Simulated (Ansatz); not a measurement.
Consider the redistribution: `[SiH3]B1C[SiH2]1` + `F[Si](F)(Cl)I` → `IB1C[SiH2]1` + `F[Si](F)([SiH3])Cl`.

Gas-phase electronic energies from Ansatz, PBE0-D4/def2-TZVP geometries. CCSD(T)/CBS is the MP2 limit (def2-TZVPP, def2-QZVPP) plus CCSD(T) − MP2 in def2-TZVPP, frozen cores. DFT in def2-TZVPP. B3LYP here is the variant with VWN-RPA as its local correlation; programs differ in this. HSE06 is defined as in plane-wave codes. def2 core potentials past Kr. For I outer-core shells are correlated without core-valence functions, which leaves a few kJ/mol of doubt a bond.

| level | ΔE (kJ/mol) | difference from CCSD(T)/CBS |
| --- | --- | --- |
| PBE-D4 | 3.5 | -4.8 |
| PBE0-D4 | 5.3 | -3.0 |
| B3LYP-D4 | 5.3 | -3.0 |
| ωB97M-V | 12.2 | 3.9 |
| r2SCANh | 7.2 | -1.1 |
| HSE06 | 4.1 | -4.2 |
| CAM-B3LYP | 4.1 | -4.2 |
| MP2/def2-TZVPP | 7.2 | -1.1 |
| SCS-MP2/def2-TZVPP | 5.6 | -2.7 |
| MP2/def2-QZVPP | 9.9 | 1.6 |
| CCSD(T)/CBS | 8.3 | 0 |

What do rigid-rotor, harmonic-oscillator terms from PBE0-D4/def2-TZVP frequencies (298.15 K, 1 bar) make of the CCSD(T)/CBS value? (An estimate is asked.)

Computed: ΔZPE = -1.4 kJ/mol, ΔH = +7.2 kJ/mol, ΔS = 3 J/(mol·K), ΔG = +6.3 kJ/mol.

Largest T1 diagnostic among the species: 0.014.

Leaving LDA and LC-ωPBE aside and taking each functional with its dispersion term where it has one, the values spread over 8.7 kJ/mol, from PBE-D4 to ωB97M-V. From BLYP to BHLYP (50 % exact exchange), in def2-TZVPP and without D4, ΔE moves by +3.5 kJ/mol.
